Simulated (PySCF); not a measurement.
Run record: geometry optimisation, F3H3SSiZr.

Method: PBE0-D3(BJ)/def2-SVP geometry optimisation, gas phase, def2 core potentials past Kr (PySCF 2.14.0). Start geometry: GFN2-xTB. A driver script takes a list of jobs; this job's settings line and coordinates (Å) are shown.

Input:
```
{"job": {"xc": "PBE0", "basis": "def2-SVP", "d3": "d3bj", "grid": 1, "maxiter": 30, "shake": 0.03, "kind": "geom"}, "charge": 0, "multiplicity": 1}
Zr     1.261400     0.924770     0.106970
F      0.147550     1.631980    -1.307540
F      2.265220    -0.390780    -0.417110
F      2.052110     2.344020     1.108070
S     -0.319050    -0.039130     1.649600
Si    -1.188870    -0.963220    -0.045860
H     -1.851280    -2.134940     0.522230
H     -0.092170    -1.408960    -1.030890
H     -2.142180    -0.033180    -0.611130
```

Output:
```
step   0  E = -1035.36635422  max force = 0.111189
step   1  E = -1035.39006927  max force = 0.013341
step   2  E = -1035.39242840  max force = 0.007123
step   3  E = -1035.39349140  max force = 0.004358
step   4  E = -1035.39367179  max force = 0.001786
step   5  E = -1035.39389539  max force = 0.002898
step   6  E = -1035.39407580  max force = 0.003828
step   7  E = -1035.39423662  max force = 0.003889
step   8  E = -1035.39438364  max force = 0.003914
step   9  E = -1035.39462897  max force = 0.003604
... (6 lines left out)
step  16  E = -1035.39596303  max force = 0.001570
step  17  E = -1035.39592104  max force = 0.001336
step  18  E = -1035.39594769  max force = 0.000856
step  19  E = -1035.39593666  max force = 0.000629
step  20  E = -1035.39594139  max force = 0.000708
step  21  E = -1035.39594529  max force = 0.000614
step  22  E = -1035.39594186  max force = 0.000344
step  23  E = -1035.39593690  max force = 0.000240
step  24  E = -1035.39593261  max force = 0.000182
step  25  E = -1035.39592972  max force = 0.000149
optimisation converged
```

Energies in Eh; «max force» is the largest Cartesian gradient component in Eh/bohr.

**Question.** Give the first gradient maximum in eV/Å.

**Answer.** With 1 Eh/bohr = 51.422 eV/Å, 5.718 eV/Å.

Summary of the converged run: final energy -1035.39593 Eh after 25 steps; dipole 2.01 D.

**Question.** Give the final coordinates.

**Answer.** 0.506 Å rms from the input after alignment:
```
atom  x, y, z in Å
Zr1    1.0172    1.1396   -0.0453
F2     0.1238    1.9132   -1.5289
F3     2.3025   -0.1415   -0.5995
F4     1.9289    2.5396    0.8380
S5    -0.5262    0.2605    1.6428
Si6   -1.1105   -1.2092    0.2088
H7    -0.7305   -2.5870    0.6227
H8    -0.3172   -0.8639   -1.0323
H9    -2.5554   -1.1208   -0.1321
```

Hardware: one thread, INTEL XEON PLATINUM 8581C at 2.10 GHz (x86_64) (shared host). Cost: 3.0 min, 0.51 GiB resident at most.
Labels such as C1 count atoms from 1, the log's own numbers from 0.
